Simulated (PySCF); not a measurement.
Name the molecule from its bond curve

A diatomic of charge 0 contains La. Its doublet curve at ROHF-CCSD in a double-zeta basis (spin-free X2C with a Gaussian nucleus, PySCF), in eV from the separated fragments:

| R (Å) | E (eV) |
| --- | --- |
| 1.742 | -2.906 |
| 1.820 | -3.385 |
| 1.878 | -3.583 |
| 1.936 | -3.673 |
| 1.994 | -3.677 |
| 2.071 | -3.577 |
| 2.168 | -3.330 |
| 2.284 | -2.918 |

The fit gives ωe = 746 cm⁻¹ and the rotational constant Bₑ = 0.3943 cm⁻¹.

Task: Which atom is the partner?

Result: The minimum lies at 1.967 Å, so the reduced mass is 16.8576 u Å² cm⁻¹/(Bₑ·Re²) = 11.05 u. With La at 138.91 u the partner weighs about 12.0 u: C. The molecule is LaC.

Correlated steps freeze 19 core orbitals. Spin–orbit coupling is left out. The state is the lowest single determinant that the PBE0 search found; with open d or f shells the true ground state can be another one.
